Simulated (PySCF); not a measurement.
# Running PySCF for BrF⁻

Input:

```python
from pyscf import gto, scf, mp

mol = gto.M(
    atom='Br 0 0 0; F 0 0 1.922',
    basis='cc-pvdz',
    charge=-1,
    spin=1,
    symmetry=True,
    verbose=4,
)
mf = scf.UHF(mol)
mf.kernel()
mp.MP2(mf, frozen=10).kernel()
mf.dip_moment()
print('orbital energies (hartree):', [e[max(0, n-3):n+3].round(4) for e, n in zip(mf.mo_energy, mol.nelec)])
```

```bash
$ OMP_NUM_THREADS=1 python input.py
```

Output (some set-up lines and the per-cycle HOMO/LUMO lines with their warnings removed):

```
PySCF version 2.14.0

[INPUT] Symbol           X                Y                Z      unit          X                Y                Z       unit  Magmom
[INPUT]  1 Br     0.000000000000   0.000000000000   0.000000000000 AA    0.000000000000   0.000000000000   0.000000000000 Bohr   0.0
[INPUT]  2 F      0.000000000000   0.000000000000   1.922000000000 AA    0.000000000000   0.000000000000   3.632053611414 Bohr   0.0

nuclear repulsion = 86.7277947137357
point group symmetry = Coov
symmetry origin: [0.         0.         0.74292006]
symmetry axis x: [1. 0. 0.]
symmetry axis y: [0. 1. 0.]
symmetry axis z: [0. 0. 1.]
num. orbitals of irrep A1 = 17
num. orbitals of irrep E1x = 9
num. orbitals of irrep E1y = 9
num. orbitals of irrep E2x = 3
num. orbitals of irrep E2y = 3
number of shells = 11
number of NR pGTOs = 103
number of NR cGTOs = 41
basis = cc-pvdz
ecp = {}

******** <class 'pyscf.scf.uhf_symm.SymAdaptedUHF'> ********
method = SymAdaptedUHF
initial guess = minao
damping factor = 0
level_shift factor = 0
DIIS = <class 'pyscf.scf.diis.CDIIS'>
SCF conv_tol = 1e-09
SCF max_cycles = 50
number electrons alpha = 23  beta = 22
Freeze 0 electrons in irreps []
    45 free electrons in irreps A1 E1x E1y E2x E2y
init E= -2670.47795071642

cycle= 1 E= -2671.72381473125  delta_E= -1.25  |g|= 0.387  |ddm|= 0.895
cycle= 2 E= -2671.76142017866  delta_E= -0.0376  |g|= 0.248  |ddm|= 0.376
cycle= 3 E= -2671.77958912829  delta_E= -0.0182  |g|= 0.0305  |ddm|= 0.133
cycle= 4 E= -2671.78073702769  delta_E= -0.00115  |g|= 0.0178  |ddm|= 0.0422
cycle= 5 E= -2671.78118465045  delta_E= -0.000448  |g|= 0.0104  |ddm|= 0.025
cycle= 6 E= -2671.7815092405  delta_E= -0.000325  |g|= 0.00459  |ddm|= 0.0313
cycle= 7 E= -2671.78158081585  delta_E= -7.16e-05  |g|= 0.00101  |ddm|= 0.0203
cycle= 8 E= -2671.78158332643  delta_E= -2.51e-06  |g|= 0.000258  |ddm|= 0.0038
cycle= 9 E= -2671.78158341951  delta_E= -9.31e-08  |g|= 6.21e-05  |ddm|= 0.000585
cycle= 10 E= -2671.78158342382  delta_E= -4.32e-09  |g|= 1.33e-05  |ddm|= 0.000115
cycle= 11 E= -2671.781583424  delta_E= -1.79e-10  |g|= 2.67e-06  |ddm|= 2.15e-05
Extra cycle  E= -2671.781583424  delta_E= -2.27e-12  |g|= 1.07e-06  |ddm|= 4.94e-06
converged SCF energy = -2671.781583424  <S^2> = 0.76273572  2S+1 = 2.0126954

******** <class 'pyscf.mp.ump2.UMP2'> ********
nocc = (np.int64(13), np.int64(12)), nmo = (31, 31)
frozen orbitals 10
E(UMP2) = -2672.09382006504  E_corr = -0.312236641039289
E(SCS-UMP2) = -2672.07834228244  E_corr = -0.296758858432154
E_corr(same-spin) = -0.0899135894019143
E_corr(oppo-spin) = -0.222323051637375

WARN: System has nonzero charge -1; the dipole moment is origin-dependent.
Location of origin: [0. 0. 0.]

Dipole moment(X, Y, Z, Debye):  0.00000,  0.00000, -3.72956
orbital energies (hartree): [array([-0.1491, -0.1491, -0.08  ,  0.9031,  0.9297,  0.9694]), array([-0.2185, -0.1293, -0.1293,  0.3698,  0.9191,  0.986 ])]
```

In short: E(SCF) = -2671.781583 Eh, 11 cycles, E(MP2) − E(SCF) = -0.31224 Eh, ⟨S²⟩ = 0.763.

Run time: 0.85 s on 1 thread of Arm Neoverse V2 (shared host), peak memory 0.13 GiB.

The basis has no diffuse functions, which an anion needs. The bond length is a typed value, not an optimised one. The dipole of an ion depends on the origin. No search for the lowest solution was made.
